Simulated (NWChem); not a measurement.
The numbers come from NWChem runs, not from measurements. System: HBr, charge 0, spin multiplicity 1, displaced from the optimised geometry. Level: B3LYP/def2-TZVP, VWN1-RPA local correlation.

Input file:

```
start mol
memory heap 200 mb stack 900 mb global 1100 mb
geometry units angstroms nocenter noautoz
  Br     0.000000     0.000000     0.040465
  H      0.000000     0.000000    -1.416292
  symmetry group C2v
end
basis spherical
  * library def2-tzvp
end
dft
  xc b3lyp
  semidirect memsize 60000000 filesize 0
  iterations 100
  grid medium
end
task dft gradient
```

Part of the output:

```
             Northwest Computational Chemistry Package (NWChem) 7.3.0
             --------------------------------------------------------

                                NWChem Input Module
                                -------------------

 Scaling coordinates for geometry "geometry" by  1.889725989
 (inverse scale =  0.529177249)

 Turning off AUTOSYM since
 SYMMETRY directive was detected!

                             Geometry "geometry" -> ""
                             -------------------------

 Output coordinates in angstroms (scale by  1.889725989 to convert to a.u.)

  No.       Tag          Charge          X              Y              Z
 ---- ---------------- ---------- -------------- -------------- --------------
    1 Br                  35.0000     0.00000000     0.00000000     0.04046500
    2 H                    1.0000     0.00000000     0.00000000    -1.41629200

 Effective nuclear repulsion energy (a.u.)      12.7139967167

            Nuclear Dipole moment (a.u.)
            ----------------------------
        X                 Y               Z
 ---------------- ---------------- ----------------
     0.0000000000     0.0000000000    -0.0000321253

      Symmetry information
      --------------------

 Group name             C2v
 Group number             16
 Group order               4
 No. of unique centers     2

      Symmetry unique atoms

     1    2


 Summary of "ao basis" -> "" (spherical)
 ------------------------------------------------------------------------------
       Tag                 Description            Shells   Functions and Types
 ---------------- ------------------------------  ------  ---------------------
 *                         def2-tzvp                  on all atoms

                                 NWChem DFT Module
                                 -----------------

 Summary of "ao basis" -> "ao basis" (spherical)
 ------------------------------------------------------------------------------
       Tag                 Description            Shells   Functions and Types
 ---------------- ------------------------------  ------  ---------------------
 Br                        def2-tzvp                16       48   6s5p4d1f
 H                         def2-tzvp                 4        6   3s1p

 Summary of "ao basis" -> "ao basis" (spherical)
 ------------------------------------------------------------------------------
       Tag                 Description            Shells   Functions and Types
 ---------------- ------------------------------  ------  ---------------------
 Br                        def2-tzvp                16       48   6s5p4d1f
 H                         def2-tzvp                 4        6   3s1p

      Symmetry analysis of basis
      --------------------------

        a1         25
        a2          5
        b1         12
        b2         12

            General Information
            -------------------
          SCF calculation type: DFT
          Wavefunction type:  closed shell.
          No. of atoms     :     2
          No. of electrons :    36
           Alpha electrons :    18
            Beta electrons :    18
          Charge           :     0
          Spin multiplicity:     1
          Use of symmetry is: on ; symmetry adaption is: on
          Maximum number of iterations: 100
          AO basis - number of functions:    54
                     number of shells:    20
          Convergence on energy requested:  1.00D-06
          Convergence on density requested:  1.00D-05
[...]
    50      0.277252  2 H  s                 12     -0.209382  1 Br pz
    15      0.208658  1 Br pz                 5     -0.155192  1 Br s
    49      0.142238  2 H  s                  4      0.109747  1 Br s

 Vector   20  Occ=0.000000D+00  E= 1.602855D-01  Symmetry=a1
              MO Center= -7.7D-16, -2.0D-16, -1.1D+00, r^2= 3.5D+00
   Bfn.  Coefficient  Atom+Function         Bfn.  Coefficient  Atom+Function
  ----- ------------  ---------------      ----- ------------  ---------------
    51      1.307611  2 H  s                 50     -0.774439  2 H  s
    39     -0.414352  1 Br d  0               6     -0.271001  1 Br s
    21     -0.190172  1 Br pz                18      0.120489  1 Br pz
     5     -0.110466  1 Br s                 24      0.110475  1 Br d  0
    49     -0.106943  2 H  s                 29     -0.068562  1 Br d  0

 Vector   21  Occ=0.000000D+00  E= 2.402400D-01  Symmetry=a1
              MO Center=  4.5D-15, -1.8D-15,  9.7D-01, r^2= 3.3D+00
   Bfn.  Coefficient  Atom+Function         Bfn.  Coefficient  Atom+Function
  ----- ------------  ---------------      ----- ------------  ---------------
    21      1.859311  1 Br pz                18     -1.214022  1 Br pz
    51      1.056543  2 H  s                  5     -0.334101  1 Br s
    39     -0.294723  1 Br d  0               6     -0.231853  1 Br s
    12      0.226795  1 Br pz                50     -0.182021  2 H  s
     4      0.131595  1 Br s                 34      0.095723  1 Br d  0

 center of mass
 --------------
 x =   0.00000000 y =   0.00000000 z =   0.04218372

 moments of inertia (a.u.)
 ------------------
           7.542483970107           0.000000000000           0.000000000000
           0.000000000000           7.542483970107           0.000000000000
           0.000000000000           0.000000000000           0.000000000000

     Multipole analysis of the density
     ---------------------------------

     L   x y z        total         alpha         beta         nuclear
     -   - - -        -----         -----         ----         -------
     0   0 0 0     -0.000000    -18.000000    -18.000000     36.000000

     1   1 0 0     -0.000000     -0.000000     -0.000000      0.000000
     1   0 1 0     -0.000000     -0.000000     -0.000000      0.000000
     1   0 0 1     -0.368983     -0.184475     -0.184475     -0.000032

     2   2 0 0    -14.893924     -7.446962     -7.446962      0.000000
     2   1 1 0     -0.000000     -0.000000     -0.000000      0.000000
     2   1 0 1      0.000000      0.000000      0.000000      0.000000
     2   0 2 0    -14.893924     -7.446962     -7.446962      0.000000
     2   0 1 1      0.000000      0.000000      0.000000      0.000000
     2   0 0 2    -11.619788     -9.493791     -9.493791      7.367793

            General Information
            -------------------
          SCF calculation type: DFT
          Wavefunction type:  closed shell.
          No. of atoms     :     2
          No. of electrons :    36
           Alpha electrons :    18
            Beta electrons :    18
          Charge           :     0
          Spin multiplicity:     1
          Use of symmetry is: on ; symmetry adaption is: on
          Maximum number of iterations: 100
          AO basis - number of functions:    54
                     number of shells:    20
          Convergence on energy requested:  1.00D-06
          Convergence on density requested:  1.00D-05
          Convergence on gradient requested:  5.00D-04

              XC Information
              --------------
                         B3LYP Method XC Potential
                     Hartree-Fock (Exact) Exchange  0.200
                        Slater Exchange Functional  0.800 local
                    Becke 1988 Exchange Functional  0.720 non-local
              Lee-Yang-Parr Correlation Functional  0.810
                  VWN I RPA Correlation Functional  0.190 local

             Grid Information
             ----------------
          Grid used for XC integration:  medium
          Radial quadrature: Mura-Knowles
          Angular quadrature: Lebedev.
          Tag              B.-S. Rad. Rad. Pts. Rad. Cut. Ang. Pts.
          ---              ---------- --------- --------- ---------
          Br                  1.15      112           7.0       590
          H                   0.35       45           7.0       434
          Grid pruning is: on
          Number of quadrature shells:   157
          Spatial weights used:  Erf1

          Convergence Information
          -----------------------
          Convergence aids based upon iterative change in
          total energy or number of iterations.
          Levelshifting, if invoked, occurs when the
          HOMO/LUMO gap drops below (HL_TOL):  1.00D-02
          DIIS, if invoked, will attempt to extrapolate
          using up to (NFOCK): 10 stored Fock matrices.

                    Damping( 0%)  Levelshifting(0.5)       DIIS
                  --------------- ------------------- ---------------
          dE  on:    start            ASAP                start
          dE off:    2 iters        100 iters           100 iters

      Screening Tolerance Information
      -------------------------------
          Density screening/tol_rho:  1.00D-10
          AO Gaussian exp screening on grid/accAOfunc:  14
          CD Gaussian exp screening on grid/accCDfunc:  20
          XC Gaussian exp screening on grid/accXCfunc:  20
          Schwarz screening/accCoul:  1.00D-08

                            NWChem DFT Gradient Module
                            --------------------------

  charge          =   0.00
  wavefunction    = closed shell

  Using symmetry

                         DFT ENERGY GRADIENTS

    atom               coordinates                        gradient
                 x          y          z           x          y          z
   1 Br      0.000000   0.000000   0.076468    0.000000   0.000000   0.014144
   2 H       0.000000   0.000000  -2.676404    0.000000   0.000000  -0.014144

                 ----------------------------------------
                 |  Time  |  1-e(secs)   |  2-e(secs)   |
                 ----------------------------------------
                 |  CPU   |       0.00   |       0.46   |
                 ----------------------------------------
                 |  WALL  |       0.00   |       0.46   |
                 ----------------------------------------

 Task  times  cpu:        1.3s     wall:        1.3s

 Total times  cpu:        1.4s     wall:        1.4s
```
